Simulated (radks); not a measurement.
Problem. Neutral neodymium: order these configurations by energy. Method: scalar-relativistic Kohn-Sham, LDA (Slater exchange, Perdew-Wang correlation), spin-polarised, spherical densities, finite nucleus; Fermi nuclear charge, rms radius of each element as measured or else 0.836 A^(1/3) + 0.57 fm; computed with a radial shooting solver on a logarithmic mesh with Libxc functionals. Open shells are filled with parallel spins first. [Xe] 4f3 5d1 6s2; [Xe] 4f3 6s2 6p1; [Xe] 4f4 5d1 6s1; [Xe] 4f4 6s1 6p1; [Xe] 4f4 6s2; [Xe] 4f5 6s1.

Solution. From the lowest, in eV above it: [Xe] 4f4 6s2 0.000; [Xe] 4f4 5d1 6s1 1.073; [Xe] 4f4 6s1 6p1 1.866; [Xe] 4f5 6s1 2.360; [Xe] 4f3 5d1 6s2 2.476; [Xe] 4f3 6s2 6p1 4.907.
